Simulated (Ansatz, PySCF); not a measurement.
C2H7GeN, SMILES [CH]([GeH2][NH2])=C. Atoms are numbered in the order given.

```xyz
11

Ge    -0.2709     0.4737    -0.0125
N     -1.9362    -0.2651     0.3206
C      1.1204    -0.8122    -0.5016
C      2.1916    -1.0472     0.2658
H     -0.4971     1.4829    -1.1582
H      0.1919     1.1761     1.2813
H     -1.9227    -1.0280     0.9966
H     -2.4128    -0.5972    -0.5167
H      1.0083    -1.3753    -1.4378
H      2.3528    -0.5144     1.2108
H      2.9616    -1.7779    -0.0093
```
Charge 0, spin multiplicity 1.

The structure is a stationary point at B3LYP-D3(BJ)/def2-SVP. This is a generated structure with no PubChem entry under its InChIKey; it may be hypothetical. The values are those of a single conformer.

Two levels are set side by side: PBE-D3(BJ)/def2-SVP (Ansatz, an electronic-structure program) and B3LYP-D3(BJ)/def2-SVP (Ansatz). Each level has its own optimised geometry; the coordinates shown are those of the second. Frequencies come from the Hessian of PySCF at each geometry. Differences are taken from unrounded values.

```
quantity                            B3LYP-D3(BJ)  PBE-D3(BJ)  PBE-D3(BJ) minus B3LYP-D3(BJ)
----------------------------------  ------------  ----------  -----------------------------
mean bond length (Å)                       1.356       1.365                          0.008
bond Ge1–N2 (Å)                            1.852       1.864                          0.012
bond Ge1–C3 (Å)                            1.957       1.960                          0.004
bond C3–C4 (Å)                             1.338       1.347                          0.008
bond Ge1–H5 (Å)                            1.543       1.553                          0.009
bond Ge1–H6 (Å)                            1.543       1.553                          0.010
bond N2–H7 (Å)                             1.019       1.028                          0.009
bond N2–H8 (Å)                             1.019       1.028                          0.009
bond C3–H9 (Å)                             1.098       1.106                          0.008
bond C4–H10 (Å)                            1.097       1.105                          0.008
bond C4–H11 (Å)                            1.097       1.105                          0.008
highest harmonic wavenumber (cm⁻¹)          3607        3522                            -85
mean harmonic wavenumber (cm⁻¹)             1352        1317                            -35
zero-point energy (kcal/mol)               52.18       50.84                          -1.34
```

Exact exchange shortens and stiffens bonds; PBE has none. Differences between two approximate levels are no errors against the true value.
